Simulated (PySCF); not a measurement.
Bi(F)(Me)2, SMILES [CH3][Bi]([CH3])[F] (C₂H₆BiF), PBE0/def2-SVP optimised geometry.

```
10

Bi    -0.57    -1.32     0.00
F      1.49    -1.32     0.00
C     -0.67     0.94     0.00
H     -0.82     1.32     1.02
H     -1.49     1.29    -0.65
H      0.30     1.29    -0.39
C     -0.67    -1.43    -2.26
H     -0.83    -2.46    -2.59
H      0.30    -1.07    -2.62
H     -1.48    -0.78    -2.64
```

Density from PBE0/def2-TZVP, def2 effective core potentials past Kr (PySCF) at that geometry. The core electrons that the potentials of Bi replace are not part of the density.

Minimum of the electron density along straight lines between bonded atoms, close to the bond critical point (lines longer than 1.1 times the sum of covalent radii, or with two minima, are not listed):

```
bond    length / Å  ρ at the minimum / e bohr⁻³  ∇²ρ there / e bohr⁻⁵  position (fraction from the first atom)
------  ----------  ---------------------------  --------------------  ---------------------------------------
Bi1–F2       2.053                        0.107                  0.43                                     0.53
Bi1–C3       2.264                        0.100                  0.07                                     0.53
C3–H4        1.099                        0.270                 -0.89                                     0.64
C3–H5        1.100                        0.268                 -0.88                                     0.64
C3–H6        1.099                        0.269                 -0.89                                     0.65
Bi1–C7       2.264                        0.100                  0.07                                     0.53
C7–H8        1.099                        0.270                 -0.89                                     0.64
C7–H9        1.099                        0.269                 -0.89                                     0.65
C7–H10       1.100                        0.268                 -0.88                                     0.64
```
